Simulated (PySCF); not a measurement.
## Potential energy of BeS along the bond

Set-up: basis Be 6-311G(d,p), S 6-311G(d,p); no relativity; PySCF 2.14. Energies in eV from Be + S in their ground configurations at the same level. State: ¹Σ⁺ (singlet), closed shell.

All columns are PBE. A positive dipole means Be(−)S(+).

| R (Å) | E (eV) | μ (D) | Mulliken charge on Be (basis-dependent) | HOMO (eV) | LUMO (eV) | Mayer bond order | ⟨S²⟩ |
| --- | --- | --- | --- | --- | --- | --- | --- |
| 1.497 | -2.507 | -4.64 | 0.14 | -6.32 | -4.26 | 2.56 | 0.00 |
| 1.567 | -3.173 | -4.79 | 0.18 | -6.17 | -4.40 | 2.52 | 0.00 |
| 1.637 | -3.562 | -4.93 | 0.21 | -6.05 | -4.55 | 2.48 | 0.00 |
| 1.689 | -3.715 | -5.03 | 0.24 | -5.96 | -4.66 | 2.44 | 0.00 |
| 1.741 | -3.774 | -5.11 | 0.26 | -5.89 | -4.76 | 2.40 | 0.00 |
| 1.793 | -3.760 | -5.19 | 0.28 | -5.82 | -4.87 | 2.37 | 0.00 |
| 1.863 | -3.654 | -5.28 | 0.31 | -5.74 | -5.00 | 2.31 | 0.00 |
| 1.950 | -3.423 | -5.37 | 0.34 | -5.66 | -5.15 | 2.24 | 0.00 |
| 2.054 | -3.056 | -5.46 | 0.36 | -5.57 | -5.32 | 2.15 | 0.00 |
| 2.194 | -2.498 | -5.55 | 0.39 | -5.49 | -5.50 | 2.02 | 0.00 |

A fit through these points gives, at Re = 1.756 Å, μ = -5.14 D and dμ/dR = -1.52 D/Å; the reduced mass is 7.03 u.

**Question.** How strong is the fundamental in the double-harmonic approximation, I = 42.26·(dμ/dR)²/μred km/mol?

**Answer.** I = 42.26·(-1.52)²/7.03 = 13.9 km/mol at PBE.
